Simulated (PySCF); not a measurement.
**Excitation energy of O by level of theory**

O [He] 2s2 2p4 (3P) → O [He] 2s1 2p5 (3P), as a difference of total energies. Computed with PySCF 2.14 in x2c-QZVPPall with one added diffuse shell each of s, p, d, f type (8s5p4d3f1g, 73 functions), with the spin-free X2C one-electron Hamiltonian (Gaussian nucleus). Correlated levels: valence: 1s2 frozen. The calculations carry no spin-orbit coupling.

```
           method  excitation energy (cm⁻¹)
              UHF                    136300
    MP2 (valence)                    129350
SCS-MP2 (valence)                    128840
   CCSD (valence)                    126160
CCSD(T) (valence)                    123600
```

The upper state lies above the first ionisation limit, where it may autoionise and the basis confines it.

The coupled-cluster amplitudes are large for the upper state (T1 above 0.03 or a double amplitude above 0.15), so a single reference is strained.
